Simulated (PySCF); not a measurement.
Harmonic spectrum computed at PBE0 in the def2-SVP basis family (core potentials from Rb on, PySCF, no spin–orbit coupling):

```csv
ω (cm⁻¹),IR (km/mol)
93,2.3
109,0.5
114,0.7
350,3.2
400,27.1
434,102
```

Question: Which molecule gave it? In each, all ligands are bound to the one heavy central atom.
A. TcCl₃ (quintet)
B. RhCl₃ (triplet)
C. WCl₃ (quartet)
D. IrCl₃ (triplet)

Answer: B. It has C2v symmetry with Rh–Cl 2.199 Å, Rh–Cl 2.202 Å (×2).
